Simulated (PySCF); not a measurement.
NICS in one family of compounds.

Probes without a nucleus sit at each ring's centroid and 1 Å off its mean plane on both sides; NICS is minus the shielding there, NICSzz its component along the normal. Level: GIAO PBE0/pcSseg-1 (PySCF, non-relativistic, gas phase) on the GFN2-xTB geometries, one conformer each. Atom numbers follow the mapped SMILES.

Question: Order these rings by mean NICS(1)zz, lowest (most negative) first (ppm).
A. ring C3–N4–C5–C6–P7–C8 in `[CH3:1][O:2][c:3]1[n:4][cH:5][cH:6][p:7][c:8]1[SiH3:9]`
B. ring C4–N5–C6–C7–P8–C9 in `[CH3:1][C:2](=[O:3])[c:4]1[n:5][cH:6][cH:7][p:8][c:9]1[CH3:10]`
C. ring C3–N4–C5–C6–P7–C8 in `[CH3:1][O:2][c:3]1[n:4][cH:5][cH:6][p:7][c:8]1[CH:9]=[O:10]`

Answer: B (-25.6), A (-22.6), C (-20.7).

| SMILES | ring | NICS(0) | NICS(1) | NICS(1)zz | HOMA | rms pucker (Å) | ring atoms with four or more neighbours |
| --- | --- | --- | --- | --- | --- | --- | --- |
| CC(=O)c1nccpc1C | 6-membered ring with N and P; formal bonds all aromatic | -6.6 | -10.7 | -25.6 | 0.90 | 0.00 | 0 |
| COc1nccpc1[SiH3] | 6-membered ring with N and P; formal bonds all aromatic | -5.6 | -9.5 | -22.6 | 0.93 | 0.00 | 0 |
| COc1nccpc1C=O | 6-membered ring with N and P; formal bonds all aromatic | -5.7 | -9.2 | -20.7 | 0.89 | 0.00 | 0 |

NICS(0) gives another order. The isotropic NICS(1) gives the same order. HOMA uses Krygowski's 1993 parameters. NICS(1) and NICS(1)zz are means over the two faces.
